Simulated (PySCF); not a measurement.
Computed IR spectrum (relative IR intensity) of a molecule C3H4Cl2Si. Coordinates come from a PBE-D3(BJ)/def2-SVP optimisation. Other conformers were not sampled. These are PBE-D3(BJ)/def2-SVP (PySCF) values and carry that method's errors. Frequencies are harmonic and unscaled.

Lines under 2 % of the strongest are left out, and lines within 2 cm⁻¹ are merged.

```
ν (cm⁻¹)  relative intensity
--------  ------------------
212                      5.7
329                       11
338                       19
456                       25
569                      100
635                       66
705                       39
741                       77
782                       78
794                      100
1219                      19
1371                     5.3
2090                      43
3389                      43
```

Problem. Which molecule gave these data?
A. C#C[Si](C)(Cl)Cl
B. [SiH3]C=C=C(Cl)Cl
C. ClC=C=C[SiH2]Cl
D. C=C=C(Cl)[SiH2]Cl

Solution. A, C#C[Si](C)(Cl)Cl
